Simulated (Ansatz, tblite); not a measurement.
Isomers of Li4Te2⁺ (doublet), found by a short tight-binding search and relaxed with PBE-D4/def2-SVP in Ansatz.

In the def2 sets Te takes a core potential; there is no spin–orbit coupling. The xTB rows come from tblite. LC-ωPBE has ω = 0.4 bohr⁻¹. Correlated methods freeze 8 core orbitals; core or outer-core shells of Li, Te are correlated, in sets that lack core-valence functions. In CCSD on the charge 1 doublet the largest single amplitude is 0.44, so its Hartree–Fock determinant may place the open shell otherwise than the density functionals do.

Run but left out: HF/def2-SVP, MP2/def2-SVP (B: a determinant that CCSD turns far, T1 0.049).

B: At CCSD(T)/def2-SVP T1 of the charge 1 doublet is large (up to 0.049), so the single-reference result is doubtful. C: At PBE-D4/def2-TZVP the gap within one spin of the charge 1 doublet nearly closes, so an electron or hole may be smeared out by delocalisation error.

Other spin states were run for one of them alone.

A:

```xyz
6

Li   -0.279    0.266   -2.016
Li    0.590   -1.869    0.686
Li   -2.058    0.342    0.940
Li    2.788    2.046    0.637
Te   -1.595   -1.634   -0.763
Te    0.553    0.850    0.516
```

B:

Cartesian coordinates in Å:
```
Li 0.996 -0.328 1.208
Li -0.471 -4.505 -0.814
Li -1.101 0.326 -1.123
Li 0.643 4.507 0.678
Te -0.291 -2.040 -0.318
Te 0.223 2.039 0.369
```

C:

```xyz
6

Li   -3.575   -2.531   -1.489
Li    1.767    2.255    2.403
Li    3.444    0.303   -0.697
Li   -0.589   -0.035    0.056
Te   -2.802   -0.082   -1.411
Te    1.756    0.089    1.138
```

Problem. Estimate which lies lowest at each level, and how far above it the others are (eV).

Solution. 
```json
{"level": "GFN1-xTB", "A": "0.00", "B": "0.20", "C": "1.11"}
{"level": "GFN2-xTB", "A": "0.14", "B": "0.00", "C": "0.35"}
{"level": "PBE-D4/def2-TZVP", "A": "0.00", "B": "0.39", "C": "0.95"}
{"level": "revPBE-D4/def2-TZVP", "A": "0.00", "B": "0.39", "C": "0.91"}
{"level": "r2SCAN-D4/def2-TZVP", "A": "0.00", "B": "0.41", "C": "0.88"}
{"level": "PBE0-D4/def2-TZVP", "A": "0.00", "B": "0.52", "C": "0.88"}
{"level": "LC-ωPBE/def2-TZVP", "A": "0.00", "B": "0.79", "C": "0.70"}
{"level": "CCSD/def2-SVP", "A": "0.00", "B": "0.60", "C": "0.58"}
{"level": "CCSD(T)/def2-SVP", "A": "0.00", "B": "0.60", "C": "0.62"}
```
Point groups (tolerance 0.1 Å): A not assigned, B C2v, C not assigned. Lower isomers may exist.
